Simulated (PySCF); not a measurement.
O2 (SMILES O=O), triplet, geometry from GFN2-xTB; PBE0/aug-cc-pVDZ run with PySCF.

Input for PySCF:
```python
from pyscf import gto, scf, dft

mol = gto.Mole()
mol.atom = '''
    O    -0.000000   -0.000000   -0.604911
    O     0.000000    0.000000    0.604911
'''
mol.basis = 'aug-cc-pvdz'
mol.charge = 0
mol.spin = 2
mol.verbose = 4
mol.build()

mf = dft.UKS(mol)
mf.xc = 'pbe0'
mf.kernel()
mf.analyze()
```

Output, abridged:

```
PySCF version 2.14.0

[INPUT] verbose = 4
[INPUT] num. atoms = 2
[INPUT] num. electrons = 16
[INPUT] charge = 0
[INPUT] spin (= nelec alpha-beta = 2S) = 2
[INPUT] symmetry False subgroup None
[INPUT] Mole.unit = angstrom
[INPUT] Symbol           X                Y                Z      unit          X                Y                Z       unit  Magmom
[...]
nuclear repulsion = 27.9936565039155
number of shells = 16
number of NR pGTOs = 70
number of NR cGTOs = 46
basis = aug-cc-pvdz
ecp = {}

******** <class 'pyscf.dft.uks.UKS'> ********
method = UKS
initial guess = minao
damping factor = 0
level_shift factor = 0
DIIS = <class 'pyscf.scf.diis.CDIIS'>
diis_start_cycle = 1
diis_space = 8
diis_damp = 0
SCF conv_tol = 1e-09
SCF conv_tol_grad = None
SCF max_cycles = 50
direct_scf = True
direct_scf_tol = 1e-13
number electrons alpha = 9  beta = 7
XC library pyscf.dft.libxc version 7.1.2
    S. Lehtola, C. Steigemann, M. J. T. Oliveira, and M. A. L. Marques,  SoftwareX 7, 1–5 (2018)
XC functionals = pbe0
    C. Adamo and V. Barone,  J. Chem. Phys. 110, 6158 (1999)
    M. Ernzerhof and G. E. Scuseria,  J. Chem. Phys. 110, 5029 (1999)
radial grids:
    Treutler-Ahlrichs [JCP 102, 346 (1995); DOI:10.1063/1.469408] (M4) radial grids

becke partition: Becke, JCP 88, 2547 (1988); DOI:10.1063/1.454033
pruning grids: <function nwchem_prune>
grids dens level: 3
symmetrized grids: False
atomic radii adjust function: <function treutler_atomic_radii_adjust>
small_rho_cutoff = 0
Set gradient conv threshold to 3.16228e-05
tot grids = 28168
init E= -150.367758195078

cycle= 1 E= -150.184256425651  delta_E= 0.184  |g|= 0.161  |ddm|= 1.23
cycle= 2 E= -150.194247847393  delta_E= -0.00999  |g|= 0.0727  |ddm|= 0.176
cycle= 3 E= -150.196098604952  delta_E= -0.00185  |g|= 0.0169  |ddm|= 0.0499
cycle= 4 E= -150.196240765192  delta_E= -0.000142  |g|= 0.00646  |ddm|= 0.023
cycle= 5 E= -150.196259675431  delta_E= -1.89e-05  |g|= 0.000357  |ddm|= 0.0056
cycle= 6 E= -150.1962597746  delta_E= -9.92e-08  |g|= 1.77e-05  |ddm|= 0.000641
cycle= 7 E= -150.196259774807  delta_E= -2.07e-10  |g|= 2.02e-06  |ddm|= 3.16e-05
Extra cycle  E= -150.19625977481  delta_E= -2.96e-12  |g|= 5.81e-07  |ddm|= 2.39e-06
converged SCF energy = -150.19625977481  <S^2> = 2.0098766  2S+1 = 3.0065772
**** SCF Summaries ****
Total Energy =                        -150.196259774809988
Nuclear Repulsion Energy =              27.993656503915457
One-electron Energy =                 -261.549961580771821
[...]
DFT Exchange-Correlation Energy =      -16.860151079650716
**** MO energy ****
                             alpha | beta                alpha | beta
[...]
To work with the spin densities directly, `use mulliken_meta_spin()` only printing them here.

 ** Mulliken spin pop alpha/beta on meta-lowdin orthogonal AOs **
 ** Mulliken Spin Density (per AO)  **
spin_pop of  0 O 1s       -0.00001
spin_pop of  0 O 2s        0.01412
spin_pop of  0 O 3s       -0.00042
spin_pop of  0 O 4s       -0.00021
spin_pop of  0 O 2px       0.49741
spin_pop of  0 O 2py       0.49741
spin_pop of  0 O 2pz      -0.01443
spin_pop of  0 O 3px       0.00368
spin_pop of  0 O 3py       0.00368
spin_pop of  0 O 3pz       0.00072
spin_pop of  0 O 4px      -0.00003
spin_pop of  0 O 4py      -0.00003
spin_pop of  0 O 4pz       0.00002
spin_pop of  0 O 3dxy      0.00000
spin_pop of  0 O 3dyz     -0.00106
spin_pop of  0 O 3dz^2     0.00013
spin_pop of  0 O 3dxz     -0.00106
spin_pop of  0 O 3dx2-y2    0.00000
spin_pop of  0 O 4dxy      0.00000
spin_pop of  0 O 4dyz      0.00001
spin_pop of  0 O 4dz^2     0.00007
spin_pop of  0 O 4dxz      0.00001
spin_pop of  0 O 4dx2-y2    0.00000
spin_pop of  1 O 1s       -0.00001
spin_pop of  1 O 2s        0.01412
spin_pop of  1 O 3s       -0.00042
spin_pop of  1 O 4s       -0.00021
spin_pop of  1 O 2px       0.49741
spin_pop of  1 O 2py       0.49741
spin_pop of  1 O 2pz      -0.01443
spin_pop of  1 O 3px       0.00368
spin_pop of  1 O 3py       0.00368
spin_pop of  1 O 3pz       0.00072
spin_pop of  1 O 4px      -0.00003
spin_pop of  1 O 4py      -0.00003
spin_pop of  1 O 4pz       0.00002
spin_pop of  1 O 3dxy      0.00000
spin_pop of  1 O 3dyz     -0.00106
spin_pop of  1 O 3dz^2     0.00013
spin_pop of  1 O 3dxz     -0.00106
spin_pop of  1 O 3dx2-y2    0.00000
spin_pop of  1 O 4dxy      0.00000
spin_pop of  1 O 4dyz      0.00001
spin_pop of  1 O 4dz^2     0.00007
spin_pop of  1 O 4dxz      0.00001
spin_pop of  1 O 4dx2-y2    0.00000
 ** Mulliken Spin Density (per atom)  **
spin density of  0 O =      1.00000
spin density of  1 O =      1.00000
 ** Mulliken pop alpha/beta on meta-lowdin orthogonal AOs **
 ** Mulliken pop       alpha | beta **
In total             9.00000 | 7.00000
 ** Mulliken atomic charges   ( Nelec_alpha | Nelec_beta ) **
charge of  0O =      0.00000  (     4.50000      3.50000 )
charge of  1O =     -0.00000  (     4.50000      3.50000 )
Dipole moment(X, Y, Z, Debye):  0.00000, -0.00000, -0.00000
```
